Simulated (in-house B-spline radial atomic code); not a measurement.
Successive ionisation energies of silver; each step leads to the configuration of the next row (after the last: [He] 2s2 2p5). Dirac energy differences include first-order Breit, QED and recoil terms. NIST's values go from ground level to ground level; the uncertainty of those that are theory runs from under 0.1 % in few-electron ions to several per cent in heavy many-electron ones. Computed with an all-electron radial atomic-structure program (B-spline basis): Dirac-Hartree-Fock, average of the configuration, finite nuclei.

```tsv
ion	configuration	ionisation energy (eV)	tabulated value (eV)	computed minus tabulated (eV)	highest orbital	largest mean radius (bohr)
Ag30+	[Ne] 3s2 3p5	1830.9	1810.5	20	3p3/2	0.33174
Ag31+	[Ne] 3s2 3p4	?	?	?	?	?
Ag32+	[Ne] 3s2 3p3	?	?	?	?	?
Ag33+	[Ne] 3s2 3p2	2047.5	2077	-29	3p3/2	0.32552
Ag34+	[Ne] 3s2 3p1	2121.5	2131	-9	3p3/2	0.32349
Ag35+	[Ne] 3s2	2295.1	2302	-7	3s1/2	0.32149
Ag36+	[Ne] 3s1	2371.2	2371.99	-1	3s1/2	0.31925
Ag37+	[He] 2s2 2p6	5611.0	5558	53	2p3/2	0.1316
```

Task: Fill in the row of Ag31+.

Result: ionisation energy (eV): 1902.2; tabulated value (eV): 1888; computed minus tabulated (eV): 14; highest orbital: 3p3/2; largest mean radius (bohr): 0.32964.

Task: Fill in the row of Ag32+.

Result: ionisation energy (eV): 1974.4; tabulated value (eV): 1979; computed minus tabulated (eV): -5; highest orbital: 3p3/2; largest mean radius (bohr): 0.32757.

Task: Where is the largest jump?

Result: From Ag36+ to Ag37+, by a factor of 2.37 (2371.2 to 5611 eV); the highest orbital goes from 3s1/2 to 2p3/2.

Where a p, d or f electron is removed, the computed value is a mean over both j, so it misses the tabulated one by a part of the spin-orbit splitting; averaging over terms and missing correlation add to the gap, relatively most at low charge.
